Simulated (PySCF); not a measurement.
These are B3LYP-D3(BJ)/def2-TZVP (PySCF) values and carry that method's errors. Isolated molecules, 0 K electronic values unless said otherwise. One relaxed conformer stands for a flexible species; it need not be the lowest. B3LYP has the VWN-RPA correlation part, as in Gaussian. Excitations are Tamm–Dancoff values on a coarser integration grid. The basis has no diffuse functions, so Rydberg states are missing or too high.

Reference species (SMILES): `C1NCO1` (neutral, multiplicity 1).

The S1 excitation (TDA) is 6.03 eV and the HOMO comes out as -6.55 eV.

Changed species: `[H]/N=C\OC` (C–O–C–N torsion 0°).

Q: Give the shifts of the S1 excitation (TDA) and HOMO.

A: the S1 excitation (TDA) increases by 0.48 eV, to 6.51 eV; the HOMO falls by 1.24 eV, to -7.79 eV.
